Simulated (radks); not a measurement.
Values are calculated unless marked as measured or tabulated.
Question: The mean radii <r> (bohr) of the occupied orbitals of an atom or ion are listed with their occupations. Level of theory: Dirac Kohn-Sham, SOGGA, spin-unpolarised, spherical densities, point nucleus (a radial shooting solver on a logarithmic mesh with Libxc functionals).

| orbital | occ. | <r> |
|---|---|---|
| 1s1/2 | 2 | 0.05623 |
| 2s1/2 | 2 | 0.2555 |
| 2p1/2 | 2 | 0.2229 |
| 2p3/2 | 4 | 0.2261 |
| 3s1/2 | 2 | 0.7742 |
| 3p1/2 | 2 | 0.8100 |
| 3p3/2 | 4 | 0.8199 |
| 3d3/2 | 4 | 1.068 |
| 3d5/2 | 3 | 1.075 |
| 4s1/2 | 2 | 2.889 |

Name the element and its charge. Open shells, if any, fill j = l - 1/2 first.

Answer: Z = 27, cobalt, charge 0: Co in [Ar] 3d7 4s2. The 1s radius gives Z: for a bare nucleus <r> = (2 gamma + 1)/(2Z) with gamma = sqrt(1 - (Z/c)^2), 0.05483 bohr for Z = 27, and screening makes it slightly larger (0.05623 here). The occupations add up to 27, and the charge is Z minus that.
